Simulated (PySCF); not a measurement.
Species: C4H5FOSi (charge -1 and doublet state).
Cartesian coordinates in Å at the GFN2-xTB level; atoms count from 1:
```
atom  x, y, z in Å
O1    -2.9517   -0.7670    0.9929
C2    -1.8215   -0.5057    0.5445
C3    -0.9089   -1.0511   -0.3736
C4     0.0531   -0.0332   -0.1906
Si5    1.7879    0.2700   -0.6110
F6     2.1779   -0.3223   -2.0927
C7    -0.8326    0.6460    0.8518
H8    -0.9293   -1.9185   -1.0167
H9     2.1242    1.7030   -0.7411
H10    2.9256   -0.3326    0.1420
H11   -1.1839    1.6499    0.5954
H12   -0.4395    0.6609    1.8731
```

The hyperfine couplings belong to this conformer and change with its torsions.

Identity: `[O-][C]1C=C([SiH2]F)C1` [radical] (charge -1).

Computed, not measured: UKS B3LYP, pcH-1 on C F H O Si, non-relativistic, mean-field spin-orbit, GIAO (PySCF 2.14.0). Whether the extra electron is bound in the gas phase wasn't checked; a finite basis holds it in any case. The geometry wasn't refined by DFT: couplings that depend on bond lengths, twists or pyramidal angles can differ widely from those at the functional's own minimum, by a factor of two or more for some ions and for spin on atoms past the first row. The SCF solution wasn't tested for stability.

Largest spin populations (Mulliken): C4 (+0.45), O1 (+0.17), C3 (+0.16) and Si5 (+0.11). Three atoms exceed +0.15.

(1) Find Q in a(H) = Q·ρ(C) for the protons on the planar carbons that carry spin.

(2) List the C–H protons on four-coordinate carbons next to a three-coordinate spin centre, with their couplings and θ (C–H bond against the normal to the plane of the centre's neighbours, projected along the bond that joins the two).

Answers

(1) 
| H | C | ρ(C) | a(H) (G) | a/ρ (G) |
| --- | --- | --- | --- | --- |
| H8 | C3 | +0.158 | -4.55 | -28.8 |

One proton gives one ratio, Q = -28.8 G, and no test of linearity. In McConnell's picture π spin on carbon polarises the C–H bond and leaves opposite spin at the proton, which makes Q negative, as found here.

(2) 
| β H | on | centre | θ (°) | cos²θ | a (G) |
| --- | --- | --- | --- | --- | --- |
| H11 | C7 | C4 | 23 | 0.85 | +0.37 |
| H12 | C7 | C4 | 29 | 0.77 | +0.22 |

Couplings in gauss use g_iso = 2.0035.

The SMILES draws the unpaired electron on C2; the largest computed Mulliken spin population is on C4 (0.45 against 0.10).
